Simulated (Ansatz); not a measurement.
```yaml
crystal:
  periodic: [false, false, false]
  atoms:
    - {symbol: Si, position_ang: [-0.217613, -1.222583, 0.915679]}
    - {symbol: N, position_ang: [0.649342, -0.100375, -0.227971]}
    - {symbol: B, position_ang: [-0.079630, 1.226459, -0.947482]}
    - {symbol: Cl, position_ang: [-1.281115, 0.469174, -2.007394]}
    - {symbol: Cl, position_ang: [1.131606, 2.185298, -1.574082]}
    - {symbol: Cl, position_ang: [-0.889635, 1.753295, 0.642823]}
    - {symbol: H, position_ang: [-1.683188, -1.097400, 0.581864]}
    - {symbol: H, position_ang: [0.435988, -2.638015, 0.748528]}
    - {symbol: H, position_ang: [-0.204903, -0.644636, 2.387592]}
    - {symbol: H, position_ang: [1.030966, -0.619285, -1.119774]}
    - {symbol: H, position_ang: [1.515178, 0.378539, 0.147649]}
basis:
  gaussian: {orbitals: STO-3G}
total_charge: -1
magnetization: {spin_polarized: true, initial_magnetization: 1}
hamiltonian: {xc: {name: B97M-V}}
relax: {f_tol: 0.001, max_steps: 2}
output: {forces: true}
```

```sh
$ ansatz run in.yaml --threads 4 --pin off --events-out ev --progress --plain --max-ram 11315MiB
```

Shortened log:

```
Functional definition: B97M-V
686 factors; integrals over basis functions are off by at most 1.2e-5 eV
mean field evaluation 1: about -47153.4038 eV, gradient 2.3e1 eV
mean field evaluation 2: about -47146.1625 eV, gradient 4.0e1 eV
mean field evaluation 4: about -47158.5213 eV, gradient 6.7e0 eV
mean field evaluation 8: about -47158.8975 eV, gradient 1.8e-1 eV
mean field evaluation 16: about -47158.8979 eV, gradient 1.4e-4 eV
mean field -47158.89790532 eV, -1733.0575325715 hartree, gradient 3.9e-5 eV, S^2 0.752710; 1 other end points of the search recorded, 0 dependent functions left out
reference -47158.89794091 eV, -1733.0575338794 hartree; 42, 41 occupied and 9, 10 virtual orbitals, 686 factors
relax step   1: F+E_penalty+E_count = -47158.89790532 eV  Δ(F+E_penalty+E_count) = +0.000e0 eV  max|allowed force component| = 5.966e0 eV/Å  Δτ_max = 0.0000 Å  (43 SCF iters, accepted)
687 factors; integrals over basis functions are off by at most 1.1e-5 eV
mean field evaluation 32: about -47161.1684 eV, gradient 1.6e-5 eV
mean field -47161.16837023 eV, -1733.1409706179 hartree, gradient 1.6e-5 eV, S^2 0.751864; 0 other end points of the search recorded, 0 dependent functions left out
reference -47161.16840667 eV, -1733.1409719571 hartree; 42, 41 occupied and 9, 10 virtual orbitals, 687 factors
relax step   2: F+E_penalty+E_count = -47161.16837023 eV  Δ(F+E_penalty+E_count) = -2.270e0 eV  max|allowed force component| = 4.404e0 eV/Å  Δτ_max = 0.1957 Å  (33 SCF iters, accepted)
Error: geometry relaxation did not converge after 2 steps: max|allowed force component| = 4.40e0 eV/Å (threshold 1.0e-3). Raise `relax.max_steps` over both its present limit and 2, loosen `relax.f_tol`, or start from a geometry closer to equilibrium. Where this run's directory can be resumed (`checkpoint.write`), a resume goes on for up to `relax.max_steps` more
```

Question: What is wrong with this run?

Answer: The relaxation is allowed too few steps for its threshold. No converged result was reached.
